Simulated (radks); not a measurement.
Results of a calculation; reference values are marked as such.
Question: The germanium anion Ge4-, [Kr], held by a Watson sphere: a shell of charge +4 at radius R that stands for the Madelung well of a crystal (potential energy -4/R inside, -4/r outside, in hartree with lengths in bohr). Code: a radial shooting solver on a logarithmic mesh with Libxc functionals. Model: scalar-relativistic Kohn-Sham, PBE, spin-polarised, spherical densities, point nucleus. Response by self-consistent Sternheimer equations with the Hartree and adiabatic LDA kernel, the relativistic mass of each level held fixed and spin-orbit coupling left out. The sphere does not respond.

R (bohr)  e(3d) (eV)  e(4s) (eV)  e(4p) (eV)  <r> 4p (bohr)  sum of <r^2> (bohr^2)  X-ray form factor at sin(theta)/lambda = 0.3 1/angstrom  alpha (bohr^3)
2.37         -28.738     -15.007      -7.233          2.620                  69.27                                                   21.740           43.51
2.45         -28.424     -14.676      -7.075          2.663                  71.09                                                   21.753           46.29
2.51         -28.217     -14.437      -6.957          2.696                  72.47                                                   21.763           48.51
2.64         -27.837     -13.942      -6.704          2.768                  75.55                                                   21.790           53.71
3.93         -26.506     -10.652      -4.615          3.502                  110.7                                                   22.028           145.6
4.3          -26.424     -10.133      -4.184          3.720                  122.4                                                   22.049           190.7
4.4          -26.409     -10.017      -4.080          3.780                  125.7                                                   22.052           204.7

Estimate the row for R = 5.01 bohr.

Answer: e(3d) (eV) -26.368; e(4s) (eV) -9.494; e(4p) (eV) -3.539; <r> 4p (bohr) 4.146; sum of <r^2> (bohr^2) 147.2; X-ray form factor at sin(theta)/lambda = 0.3 1/angstrom 22.059; alpha (bohr^3) 308.5.
